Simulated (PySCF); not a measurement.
Si(OH)3(SeH) (H4O3SeSi), SMILES O[Si](O)(O)[SeH].

Coordinates come from a PBE0-D3(BJ)/def2-SVP optimisation. One conformer was computed; it need not be the lowest.

Computed with PySCF 2.14.0 with PBE0-D3(BJ)/def2-SVP.

Frequencies are harmonic and unscaled.

Question: Estimate the vibrational spectrum. (The exact figures need the calculation; the answer reports its results.)

Answer: 
```json
[
 {"mode": "1", "ν (cm⁻¹)": "130", "IR (km/mol)": "36.3", "Raman (Å⁴/amu)": "2.7", "depolarisation": "0.75", "moving atoms (share of kinetic energy)": "O 49 %, H 46 %"},
 {"mode": "2", "ν (cm⁻¹)": "168", "IR (km/mol)": "0.7", "Raman (Å⁴/amu)": "1.4", "depolarisation": "0.70", "moving atoms (share of kinetic energy)": "O 70 %, H 14 %, Se 9 %"},
 {"mode": "3", "ν (cm⁻¹)": "192", "IR (km/mol)": "18.8", "Raman (Å⁴/amu)": "1.6", "depolarisation": "0.71", "moving atoms (share of kinetic energy)": "H 63 %, O 25 %"},
 {"mode": "4", "ν (cm⁻¹)": "223", "IR (km/mol)": "16.4", "Raman (Å⁴/amu)": "4.2", "depolarisation": "0.74", "moving atoms (share of kinetic energy)": "H 84 %, O 13 %"},
 {"mode": "5", "ν (cm⁻¹)": "231", "IR (km/mol)": "111.4", "Raman (Å⁴/amu)": "0.7", "depolarisation": "0.67", "moving atoms (share of kinetic energy)": "H 69 %, O 18 %, Si 11 %"},
 {"mode": "6", "ν (cm⁻¹)": "260", "IR (km/mol)": "17.7", "Raman (Å⁴/amu)": "5.4", "depolarisation": "0.37", "moving atoms (share of kinetic energy)": "O 52 %, Se 36 %, H 12 %"},
 {"mode": "7", "ν (cm⁻¹)": "307", "IR (km/mol)": "33.9", "Raman (Å⁴/amu)": "2.1", "depolarisation": "0.75", "moving atoms (share of kinetic energy)": "O 56 %, H 23 %, Si 20 %"},
 {"mode": "8", "ν (cm⁻¹)": "341", "IR (km/mol)": "40.5", "Raman (Å⁴/amu)": "2.8", "depolarisation": "0.74", "moving atoms (share of kinetic energy)": "H 64 %, O 32 %"},
 {"mode": "9", "ν (cm⁻¹)": "357", "IR (km/mol)": "67.4", "Raman (Å⁴/amu)": "1.8", "depolarisation": "0.54", "moving atoms (share of kinetic energy)": "H 54 %, O 37 %"},
 {"mode": "10", "ν (cm⁻¹)": "464", "IR (km/mol)": "185.3", "Raman (Å⁴/amu)": "4.1", "depolarisation": "0.02", "moving atoms (share of kinetic energy)": "Si 52 %, O 29 %, H 10 %, Se 9 %"},
 {"mode": "11", "ν (cm⁻¹)": "673", "IR (km/mol)": "11.0", "Raman (Å⁴/amu)": "9.2", "depolarisation": "0.75", "moving atoms (share of kinetic energy)": "H 94 %"},
 {"mode": "12", "ν (cm⁻¹)": "791", "IR (km/mol)": "147.1", "Raman (Å⁴/amu)": "6.4", "depolarisation": "0.07", "moving atoms (share of kinetic energy)": "O 59 %, H 37 %"},
 {"mode": "13", "ν (cm⁻¹)": "816", "IR (km/mol)": "140.2", "Raman (Å⁴/amu)": "1.9", "depolarisation": "0.53", "moving atoms (share of kinetic energy)": "H 73 %, O 26 %"},
 {"mode": "14", "ν (cm⁻¹)": "820", "IR (km/mol)": "191.5", "Raman (Å⁴/amu)": "1.7", "depolarisation": "0.73", "moving atoms (share of kinetic energy)": "H 73 %, O 26 %"},
 {"mode": "15", "ν (cm⁻¹)": "859", "IR (km/mol)": "210.0", "Raman (Å⁴/amu)": "2.3", "depolarisation": "0.21", "moving atoms (share of kinetic energy)": "H 44 %, O 35 %, Si 22 %"},
 {"mode": "16", "ν (cm⁻¹)": "967", "IR (km/mol)": "176.5", "Raman (Å⁴/amu)": "1.3", "depolarisation": "0.51", "moving atoms (share of kinetic energy)": "Si 44 %, O 38 %, H 18 %"},
 {"mode": "17", "ν (cm⁻¹)": "997", "IR (km/mol)": "164.9", "Raman (Å⁴/amu)": "1.5", "depolarisation": "0.70", "moving atoms (share of kinetic energy)": "Si 48 %, O 40 %, H 12 %"},
 {"mode": "18", "ν (cm⁻¹)": "2453", "IR (km/mol)": "11.5", "Raman (Å⁴/amu)": "135.2", "depolarisation": "0.31", "moving atoms (share of kinetic energy)": "H 99 %"},
 {"mode": "19", "ν (cm⁻¹)": "3917", "IR (km/mol)": "143.2", "Raman (Å⁴/amu)": "116.4", "depolarisation": "0.34", "moving atoms (share of kinetic energy)": "H 94 %"},
 {"mode": "20", "ν (cm⁻¹)": "3927", "IR (km/mol)": "93.6", "Raman (Å⁴/amu)": "66.6", "depolarisation": "0.26", "moving atoms (share of kinetic energy)": "H 94 %"},
 {"mode": "21", "ν (cm⁻¹)": "3933", "IR (km/mol)": "120.6", "Raman (Å⁴/amu)": "84.2", "depolarisation": "0.21", "moving atoms (share of kinetic energy)": "H 94 %"}
]
```
